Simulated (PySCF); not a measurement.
B(GeH3)2(OH), H₇BGe₂O, SMILES O[B]([GeH3])[GeH3], singlet, B3LYP/def2-SVP optimised geometry.

```
11

B     -0.03    -0.62     0.00
Ge    -1.15     1.16     0.00
H     -0.87     2.02    -1.25
H     -2.68     0.85     0.02
H     -0.84     2.04     1.23
Ge     2.06    -0.62     0.00
H      2.61     0.13    -1.24
H      2.61     0.14     1.24
H      2.68    -2.04     0.01
O     -0.64    -1.82     0.00
H     -1.61    -1.79     0.00
```

Density from PySCF 2.14.0 with B3LYP/def2-TZVP at that geometry.

Minimum of the electron density along straight lines between bonded atoms, close to the bond critical point (lines longer than 1.1 times the sum of covalent radii, or with two minima, are not listed):

```tsv
bond	length / Å	ρ at the minimum / e bohr⁻³	∇²ρ there / e bohr⁻⁵	position (fraction from the first atom)
B1–Ge2	2.101	0.110	-0.13	0.50
Ge2–H3	1.546	0.130	0.06	0.59
Ge2–H4	1.555	0.127	0.06	0.59
Ge2–H5	1.546	0.130	0.06	0.59
B1–Ge6	2.093	0.111	-0.13	0.50
Ge6–H7	1.549	0.129	0.07	0.59
Ge6–H8	1.548	0.129	0.07	0.59
Ge6–H9	1.546	0.130	0.06	0.59
B1–O10	1.349	(withheld)	(withheld)	0.33
O10–H11	0.969	0.353	(withheld)	0.80
```

Q: Complete the blanks.

A: 
- B1–O10, ρ at the minimum / e bohr⁻³: 0.214
- B1–O10, ∇²ρ there / e bohr⁻⁵: 1.04
- O10–H11, ∇²ρ there / e bohr⁻⁵: -2.39
